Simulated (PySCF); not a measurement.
SiH2Br2, SMILES [SiH2](Br)Br.

The structure is a stationary point at r2SCAN-D4/def2-SVP.

Two levels are set side by side: PBE/def2-TZVPD (PySCF) and ωB97X/def2-TZVPD (PySCF). Same geometry, gas phase. Differences are taken from unrounded values.

```csv
quantity,ωB97X,PBE,PBE minus ωB97X
orbital gap (eV),12.04,5.63,-6.41
highest occupied level (eV),-10.97,-7.37,3.60
lowest empty level (eV),1.06,-1.75,-2.81
dipole moment (D),1.15,1.00,-0.16
mean polarisability (bohr³),69.8,73.4,3.6
```

PBE's occupied levels lie high since its potential decays too fast outside the molecule; exact exchange lowers them and widens the gap. Loosely held outer electrons make PBE densities more polarisable. Differences between two approximate levels are no errors against the true value.

Rough cost on one machine, each run with all the roots and properties that it gave: ωB97X against PBE within a factor of 2.
